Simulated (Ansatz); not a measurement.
A nudged elastic band was laid between two geometries of AlBrClH3O2 (8 atoms, charge 0, multiplicity 1).

The calculation used RKS LDA/def2-SVP in Ansatz.

```
movable images  : 9
climbing image  : yes
spring          : 5.0 eV/Å²
optimiser       : quadratic models (default)
start path      : through a guess of the saddle point
force threshold : 0.05 eV/Å
iteration limit : 60
end points      : relaxed
```

Initial state:

```xyz
8
Properties=species:S:1:pos:R:3
Al -0.094 0.173 0.064
Cl 0.092 -0.302 2.347
O 1.180 -0.481 -0.838
H 2.070 -0.109 -0.923
O -1.712 -0.195 -0.259
H -2.041 -0.420 -1.143
Br 0.263 2.437 0.738
H 0.223 1.126 2.085
```

Final state:

```xyz
8
Properties=species:S:1:pos:R:3
Al -0.025 0.276 0.079
Cl 0.015 -0.338 2.332
O 1.388 -0.460 -0.506
H 1.763 -0.279 -1.383
O -1.591 0.127 -0.553
H -1.928 -0.699 -0.935
Br 0.216 2.495 0.885
H 0.142 1.107 2.153
```

Task: What changes between the two ends?

Result: No bond is made or broken.

Task: What energy profile does the band end with?

Result: The forces met the threshold. The highest image is number 7 of 0 to 10, 1.1 kcal/mol above the first end and 1.0 kcal/mol above the last; the last end lies 0.1 kcal/mol above the first. The profile has 2 maxima (images 3, 7) with wells between them (image 5): this band takes more than one step, which may be the mechanism or a detour left from its start path. A vibrational analysis at the climbing image gives one clearly imaginary mode, 167i cm⁻¹: a first-order saddle point. Another band between the same ends, with other settings, climbed to 0.008 eV only, so this may not be the lowest route.

```csv
image,path coordinate (Å),energy (kcal/mol)
0,0.00,0.0
1,0.40,0.0
2,0.80,0.4
3,1.20,0.9
4,1.60,0.6
5,2.00,0.1
6,2.40,0.6
7,2.81,1.1
8,3.08,0.9
9,3.35,0.4
10,3.62,0.1
```

Task: What is the geometry of the highest image?

Result: 
```xyz
8
Properties=species:S:1:pos:R:3
Al -0.013 0.375 0.051
Cl 0.117 -0.303 2.333
O 1.461 -0.062 -0.653
H 1.642 -0.789 -1.266
O -1.586 0.017 -0.453
H -1.888 -0.692 -1.040
Br 0.101 2.556 0.908
H 0.146 1.126 2.190
```

The run took 90 s on 4 threads of INTEL(R) XEON(R) PLATINUM 8581C CPU @ 2.30GHz (Emerald Rapids), on a shared host, peak memory 0.19 GiB.
